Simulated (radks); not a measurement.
Values are calculated unless marked as measured or tabulated.
Q: The mean radii <r> (bohr) of the occupied orbitals of an atom or ion are listed with their occupations. Code: a radial shooting solver on a logarithmic mesh with Libxc functionals. Model: scalar-relativistic Kohn-Sham, PBEsol, spin-polarised, spherical densities, finite nucleus; Fermi nuclear charge, rms radius of each element as measured or else 0.836 A^(1/3) + 0.57 fm.

| orbital | occ. | <r> |
|---|---|---|
| 1s up | 1 | 0.02972 |
| 1s down | 1 | 0.02971 |
| 2s up | 1 | 0.1268 |
| 2s down | 1 | 0.1267 |
| 2p up | 3 | 0.1103 |
| 2p down | 3 | 0.1103 |
| 3s up | 1 | 0.3088 |
| 3s down | 1 | 0.3093 |
| 3p up | 2 | 0.2993 |

Name the element and its charge. Open shells, if any, are filled with parallel spins first.

A: Z = 49, indium, charge +35: In35+ in [Ne] 3s2 3p2. The 1s radius gives Z: for a bare nucleus <r> = (2 gamma + 1)/(2Z) with gamma = sqrt(1 - (Z/c)^2), 0.02926 bohr for Z = 49, and screening makes it slightly larger (0.02972 here). The occupations add up to 14, and the charge is Z minus that.
